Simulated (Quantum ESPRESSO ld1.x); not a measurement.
Br16+, configuration [Ar] 3d1 (the NIST ground configuration).

Calculated with ld1.x of Quantum ESPRESSO 7.5: non-relativistic Kohn-Sham, LDA (Slater exchange, Perdew-Zunger correlation), spin-polarised, spherical densities, point nucleus; open shells are filled with parallel spins first.

Energy parts (eV):
part                      energy
total                  -66401.95
kinetic                 66362.40
electron-nucleus      -147830.42
Hartree                 16950.54
exchange-correlation    -1884.46

Orbitals (lengths in bohr, moments of r in powers of bohr):
\begin{tabular}{lrrrr}
orbital & occ. & eigenvalue (eV) & <r^2> & <r> \\ \hline
1s up & 1 & -13628.7 & 0.002563 & 0.04375 \\
1s down & 1 & -13628.6 & 0.002563 & 0.04375 \\
2s up & 1 & -2244.15 & 0.04375 & 0.1930 \\
2s down & 1 & -2242.14 & 0.04370 & 0.1929 \\
2p up & 3 & -2081.75 & 0.03375 & 0.1664 \\
2p down & 3 & -2080.25 & 0.03371 & 0.1663 \\
3s up & 1 & -703.600 & 0.2899 & 0.5048 \\
3s down & 1 & -701.187 & 0.2907 & 0.5054 \\
3p up & 3 & -647.444 & 0.2813 & 0.4938 \\
3p down & 3 & -644.954 & 0.2822 & 0.4946 \\
3d up & 1 & -554.806 & 0.2379 & 0.4512 \\
3d down & 0 & -551.896 & 0.2391 & 0.4522 \\
\end{tabular}

The highest occupied level is 3d up at -554.81 eV. For comparison, the ionisation energy in NIST's Atomic Spectra Database is 577 eV (theoretical). In exact Kohn-Sham theory the highest level is minus the ionisation energy, but local and semilocal functionals leave it too shallow, through self-interaction and a potential that decays too fast; potentials with the right tail come closer. Virial ratio -V/T = 2.00060. The density falls to 0.001 e/bohr^3 at r = 1.37 bohr. Spin moment in Bohr magnetons: 1.

Run on one thread of a shared host, so times are rough (Intel(R) Xeon(R) Processor @ 2.60GHz): 0.59 s of CPU time, 0.62 s wall, 17 iterations on 1897 mesh points.
